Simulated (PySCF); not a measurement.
The PySCF input:
```python
from pyscf import gto, scf, dft

mol = gto.Mole()
mol.atom = '''
    Sb    0.48437488   -0.14074905    0.02308116
    Br   -0.13874346   -2.90734237    0.00130489
    Br    1.43832259    2.52971228    0.06062194
    Br   -2.00538253    0.58272157   -0.09555938
'''
mol.basis = 'def2-tzvp'
mol.ecp = {'Sb': 'def2-tzvp'}
mol.charge = -1
mol.spin = 1
mol.verbose = 4
mol.build()

mf = dft.UKS(mol)
mf.xc = 'pbe'
mf = mf.density_fit(auxbasis='def2-universal-jkfit')
mf.kernel()
```

Problem. What does this run give for the Mulliken (on the basis functions themselves) charges in atom order, <S^2>, nuclear repulsion energy?

Solution. 
```yaml
Mulliken (on the basis functions themselves) charges in atom order: Sb1 0.47, Br2 -0.54, Br3 -0.54, Br4 -0.38
"<S^2>": 0.753
nuclear_repulsion_energy: 906.5171 Eh
```

These values belong to the state on which the SCF converged, which isn't shown to be the lowest.

Problem. Roughly what does it cost on one core?

Solution. roughly 40 core-seconds.
